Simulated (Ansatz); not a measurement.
The cluster SrS₂. Total charge 0; triplet. Geometry PBE0-D4/def2-TZVP; atoms count from 1.

```xyz
3

Sr    0.1593   -0.7456   -1.5969
S    -0.9827    0.7080    0.5519
S     0.8234    0.0375    1.0450
```

In the def2 sets Sr takes a core potential; there is no spin–orbit coupling. At PBE0-D4/def2-TZVP a singlet of charge 0 lies 0.62 eV below the triplet, each at its own geometry. The structure comes from a short search, and lower isomers may exist.

Q: Estimate the Mulliken populations from the PBE0/def2-TZVP orbitals of Ansatz.

A: 
| atom | charge (e) | spin (α − β) |
| --- | --- | --- |
| Sr1 | 0.53 | 0.98 |
| S2 | -0.27 | 0.51 |
| S3 | -0.27 | 0.51 |
Mulliken values and Mayer orders depend strongly on the basis.

Q: Where does the spin sit?

A: Summed by element: Sr 0.98, S 1.02, of 2 unpaired in all. Largest on single atoms: Sr1 0.98, S2 0.51, S3 0.51.

Q: And the Mayer bond orders between bonded heavy atoms (over 0.3)?

A: Sr1–S2 0.44 (2.83 Å); Sr1–S3 0.44 (2.83 Å); S2–S3 1.55 (1.99 Å).
